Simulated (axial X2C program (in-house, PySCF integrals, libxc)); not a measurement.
Correcting the dissociation energy of CrBr for spin–orbit coupling

A spin-free PBE0 curve (one-electron X2C) was computed with an in-house all-electron X2C program for linear molecules (integrals from PySCF), basis Br dyall-cv3z [8s9p6d4f1g], Cr dyall-cv3z [9s10p6d3f2g] (cores contracted in-house), for the state M_S = 5/2, Λ = 0 (beyond evenly filled blocks: σα, π+α, π-α, δ+α, δ-α). It gives D0 = 3.319 eV to Br + Cr, which in a spin-free picture are the weighted means of the ground terms.

Measured levels of the ground terms (NIST Handbook of Basic Atomic Spectroscopic Data), in cm⁻¹: Br 2P: J = 3/2 at 0, J = 1/2 at 3685.2; Cr 7S: J = 3 at 0.

The molecular state has Λ = 0, so it has no first-order lowering.

How far does each ground level lie under the (2J+1)-weighted mean of its term?

Br: (4 × 0 + 2 × 3685.2)/6 = 1228 cm⁻¹; Cr: a single level, 0.

Correct D0.

D0 = 3.319 + (0 − 1228)/8065.5 = 3.167 eV at PBE0 with these spin–orbit terms. The direct two-component run gives 3.214 eV; the difference holds second-order terms in the molecule, scalar two-electron terms, the gap between measured and computed atomic splittings (a 2c atom can miss part of its lowering) and, in coupled cluster, the truncation of each run.

Second-order spin–orbit effects in the molecule, which grow quickly with Z, are left out. The state is one determinant whose occupation by symmetry is held fixed; it was picked as the lowest of a PBE0 search that is not exhaustive. De is counted from the lowest determinant-based energies of the atoms at the same level, without counterpoise correction.
